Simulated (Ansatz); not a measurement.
C$_{2}$H$_{8}$GaN (`C[CH](N)[GaH2]`) at its PBE0-D4/def2-TZVP geometry, where that method's forces vanish. Total charge 0; spin multiplicity 1.

```
atom    x (Å)    y (Å)    z (Å)
  C1   0.6776   0.1180   1.3808
  C2   0.2579   0.4933  -0.0189
  N3   0.8280  -0.4601  -0.9916
 Ga4  -1.6026   0.1714  -0.5969
  H5   0.3026   0.8468   2.1027
  H6   1.7691   0.0722   1.4669
  H7   0.2790  -0.8597   1.6702
  H8   0.6386   1.4819  -0.2788
  H9   0.7347  -0.1998  -1.9638
 H10   0.5610  -1.4256  -0.8444
 H11  -2.1504   0.8928  -1.8838
 H12  -2.2955  -1.1313  -0.0423
```

(1) For each bond, give half the difference of the two atoms' forces along it (eV/Å; positive pushes the atoms apart) under PBE-D4, r2SCAN-D4, B3LYP-D4, ωB97M-V in def2-TZVPP. (An estimate is asked.)

Answers

(1) The calculation gave: 
```
   bond  length (Å)  PBE-D4  r2SCAN-D4  B3LYP-D4  ωB97M-V
  C1–C2       1.509   -0.04       0.07      0.12     0.18
  C1–H5       1.092    0.09      -0.03     -0.07    -0.07
  C1–H6       1.096    0.12      -0.02     -0.06    -0.10
  C1–H7       1.095    0.11      -0.03     -0.06    -0.07
  C2–N3       1.477    0.04       0.18      0.21     0.27
 C2–Ga4       1.975    0.14       0.05      0.18    -0.05
  C2–H8       1.091    0.08      -0.07     -0.16    -0.14
  N3–H9       1.011    0.21      -0.01     -0.06    -0.08
 N3–H10       1.013    0.23       0.00     -0.05    -0.08
Ga4–H11       1.574    0.00      -0.09     -0.07    -0.08
Ga4–H12       1.576    0.01      -0.09     -0.06    -0.09
```

B3LYP here is the variant with VWN-RPA as its local correlation; programs differ in this.

All numbers were calculated with Ansatz.
